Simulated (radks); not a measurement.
Task: Charge is removed step by step from the 6s1/2 level of neutral osmium, starting from [Xe] 4f14 5d6 6s2. Level of theory: Dirac Kohn-Sham, PBE, spin-unpolarised, spherical densities, finite nucleus; open shells are shared between the two j in proportion to 2j + 1; Fermi nuclear charge, rms radius 5.4126 fm (a radial shooting solver on a logarithmic mesh with Libxc functionals). At the starting occupation the eigenvalue is -6.151 eV. Estimate the energy to remove one whole electron from this level, the eigenvalue at the end, and how far E(n) bends from a straight line.

Result: Delta-SCF 9.581 eV; final eigenvalue -13.138 eV; the deviation from the straight line is -0.874 eV at 0.5 electron removed, the largest on the grid computed. Slater's transition state (half an electron removed) gives 9.549 eV. Integrating minus the eigenvalue over the occupation (Janak's theorem) gives 9.581 eV. The mean slope of the eigenvalue, de/dn, is 6.99 eV per electron. Ionisation energy of Os in the NIST Atomic Spectra Database: 8.438 eV (measured).

Beside tabulated values, note that spin-unpolarised runs miss the spin-polarisation part of the exchange energy of open shells.
